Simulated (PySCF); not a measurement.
Atom-mapped SMILES (the numbers label the heavy atoms): `[CH2:1]=[CH:2]/[C:3]([F:4])=[C:5](\[Cl:6])[CH2:7][F:8]`; H(Xn) means a hydrogen on atom n. Ha(C1) is cis to C3; Hb(C1) is trans to C3.

[PySCF: shieldings: GIAO PBE0/pcSseg-1; GFN2-xTB structure; fast rotation and ring inversion assumed for equivalent nuclei; no solvent; single conformer; non-relativistic Hamiltonian]

Scale: 13C (186.93 ppm) and 1H (31.72 ppm) against TMS; 19F (170.95 ppm) against CFCl3; 35Cl (949.78 ppm) vs HCl (reference shieldings calculated alike).

| atoms | nucleus | count | Hirshfeld charge | δ (ppm) |
| --- | --- | --- | --- | --- |
| H(C7) | 1H | 2 | 0.05 | 5.50 |
| H(C2) | 1H | 1 | 0.04 | 7.10 |
| C2 | 13C | 1 | -0.06 | 131.9 |
| F4 | 19F | 1 | -0.06 | -132.4 |
| C7 | 13C | 1 | 0.01 | ? |
| Cl6 | 35Cl | 1 | 0.00 | 167 |
| C1 | 13C | 1 | -0.08 | 129.0 |
| F8 | 19F | 1 | -0.12 | ? |
| Ha(C1) | 1H | 1 | 0.05 | ? |
| C3 | 13C | 1 | 0.08 | 166.5 |
| C5 | 13C | 1 | -0.02 | 129.3 |
| Hb(C1) | 1H | 1 | 0.06 | ? |

Problem. Complete the table.

Solution. 
- C7: 81.7 ppm, allylic sp3 CH2 bonded to F; pulled downfield by the heteroatom
- Ha(C1): 6.23 ppm, hydrogen on a terminal =CH2 carbon; attached to an sp2 carbon and in the plane of the double bond
- Hb(C1): 5.95 ppm, hydrogen on a terminal =CH2 carbon; olefinic region
- F8: -241.5 ppm, fluorine on an sp3 carbon

Carbons that carry Cl, above all several Cl atoms, come out too deshielded, partly because spin–orbit coupling is missing. Shifts are as computed. Against solution values, carbons near 30 ppm lie about +3 ppm off and those near 130 ppm about +5 ppm; carbons on Cl a further +6 ppm. Of 1211 compounds with measured shifts, 218 miss one by over three times the rms of a fit or turn the order of signals round; such compounds aren't used in these exercises. Unscaled 19F shifts against computed CFCl3 carry errors that often reach 10 to 50 ppm.
